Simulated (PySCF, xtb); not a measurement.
ethylenediamine (C₂H₈N₂), SMILES NCCN.

Geometry optimised at r2SCAN-D4/def2-SVP. One conformer was computed; it need not be the lowest.

Level of theory: PySCF 2.14.0 with IEF-PCM-M06-2X/def2-SVP.

The values are the electrostatic part of the solvation free energy, E(continuum) − E(gas) at the gas-phase geometry, in a cavity of scaled van der Waals radii (PySCF's table); cavitation and dispersion terms are not included. In vacuum the orbital gap is 10.56 eV. The dipole moment in vacuum is 2.00 D.

```tsv
solvent	ε	ΔG(elec) (kcal/mol)	dipole (D)	gap (eV)
water	78.36	-7.1	2.58	10.90
cyclohexanone	15.62	-6.4	2.52	10.87
chloroform	4.71	[?]	[?]	[?]
```

Question: Complete the blanks. (Estimate from the structure and the level; the computed values follow.)

Answer: 
- chloroform, ΔG(elec) (kcal/mol): -4.9
- chloroform, dipole (D): 2.37
- chloroform, gap (eV): 10.79

For comparison, GFN2-xTB/ALPB(water) (xtb, at the GFN2-xTB geometry, all terms of that model) gives -4.6 kcal/mol.
